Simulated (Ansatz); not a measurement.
One change: `[F][Mo](=[S])(=[S])[Cl]` becomes `[OH][Mo]([F])(=[S])=[S]`.

Ansatz, PBE0-D4/def2-TZVP geometries, multiplicity 1. Each molecule was computed in one conformer, which needn't be the lowest.

Elements past krypton have def2 core potentials.

```json
{"property": "LUMO energy (PBE/def2-TZVPP) / eV", "`[F][Mo](=[S])(=[S])[Cl]`": "-4.46"}
{"property": "HOMO–LUMO gap (PBE0/def2-TZVPP) / eV", "`[F][Mo](=[S])(=[S])[Cl]`": "3.99"}
{"property": "LUMO energy (PBE0/def2-TZVPP) / eV", "`[F][Mo](=[S])(=[S])[Cl]`": "-3.83"}
{"property": "HOMO energy (PBE0/def2-TZVPP) / eV", "`[F][Mo](=[S])(=[S])[Cl]`": "-7.82"}
{"property": "LUMO energy (ωB97M-V/def2-TZVPP) / eV", "`[F][Mo](=[S])(=[S])[Cl]`": "-1.80"}
{"property": "HOMO energy (B3LYP/def2-TZVPP) / eV", "`[F][Mo](=[S])(=[S])[Cl]`": "-7.58"}
```

Give the same properties after the change, and the shifts. (An estimate is asked.)

Computed: 
```
                             property  `[OH][Mo]([F])(=[S])=[S]`  shift
    LUMO energy (PBE/def2-TZVPP) / eV                      -3.99   0.47
 HOMO–LUMO gap (PBE0/def2-TZVPP) / eV                       4.20   0.21
   LUMO energy (PBE0/def2-TZVPP) / eV                      -3.38   0.45
   HOMO energy (PBE0/def2-TZVPP) / eV                      -7.59   0.23
LUMO energy (ωB97M-V/def2-TZVPP) / eV                      -1.38   0.42
  HOMO energy (B3LYP/def2-TZVPP) / eV                      -7.35   0.23
```

With PBE0 the HOMO rises by 0.23 eV and the LUMO rises by 0.45 eV, so the gap widens by about 0.22 eV. PBE moves the HOMO by 0.24 eV and ωB97M-V by 0.22 eV. The zero-point energy changes by 31.7 kJ/mol with +3 modes.

B3LYP here is the variant with VWN-RPA as its local correlation; programs differ in this.
